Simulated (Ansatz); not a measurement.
Consider the formal exchange of groups at a Ga–C bond: `[CH3][GaH][CH3]` + `C=O` → `[CH3][GaH][CH]=O` + CH₄.

Calculated with Ansatz (gas phase, PBE0-D4/def2-TZVP geometries, no zero-point term in ΔE). CCSD(T)/CBS adds triple-zeta CCSD(T) − MP2 to the extrapolated MP2 energy (def2 sets, frozen cores). This one scheme is used for every species. Functionals use def2-TZVPP. For Ga outer-core shells are correlated without core-valence functions, which leaves a few kJ/mol of doubt a bond. Scalar relativity is left out up to krypton. One conformer a species, not always the lowest.

`[CH3][GaH][CH3]`:

Z-matrix (Å, degrees):
```
C
Ga 1 1.971
H 1 1.091 2 112.5
H 1 1.096 2 109.0 3 119.1
H 1 1.092 2 111.5 3 -123.0
C 2 1.971 1 120.1 3 157.3
H 2 1.579 1 120.0 3 -22.6
H 6 1.092 2 111.5 1 33.7
H 6 1.096 2 109.0 1 -84.2
H 6 1.091 2 112.5 1 156.7
```

`C=O`:

```xyz
4

C    -0.002    0.004   -0.001
O     0.501   -1.073    0.122
H    -0.012    0.542   -0.970
H    -0.487    0.527    0.849
```

`[CH3][GaH][CH]=O`:

Cartesian coordinates in Å:
```
C -0.403 -0.450 1.420
Ga 0.256 0.738 0.002
C 0.452 -0.026 -1.859
O -0.604 -0.134 -2.444
H -0.904 0.102 2.215
H -1.088 -1.192 1.006
H 0.440 -0.991 1.862
H 0.463 2.285 0.185
H 1.388 -0.331 -2.387
```

CH₄:

Cartesian coordinates in Å:
```
C 0.000 0.000 0.000
H 0.922 -0.531 -0.235
H -0.855 -0.619 -0.272
H -0.034 0.933 -0.561
H -0.033 0.217 1.067
```

```csv
species,ωB97M-V energy (Eh)
`[CH3][GaH][CH3]`,-2005.13696
`C=O`,-114.50859
`[CH3][GaH][CH]=O`,-2079.15120
CH₄,-40.49280
```

Q: Work out ΔE.

A: ΔE = (-2079.15120) + (-40.49280) − (-2005.13696) − (-114.50859) = 0.00155 Eh = +1.0 kcal/mol. CCSD(T)/CBS gives +1.6 kcal/mol.

Largest T1 diagnostic among the species: 0.015.

From PBE to PBE0 (25 % exact exchange), in def2-TZVPP and without D4, ΔE moves by +1.5 kcal/mol. At CCSD(T), def2-SVP lies −0.7 kcal/mol from the extrapolated value and def2-TZVPP −0.0 kcal/mol. Leaving LDA and LC-ωPBE aside and taking each functional with its dispersion term where it has one, the values, not all of them listed here, spread over 3.4 kcal/mol, from BLYP-D4 to PBE-QIDH.
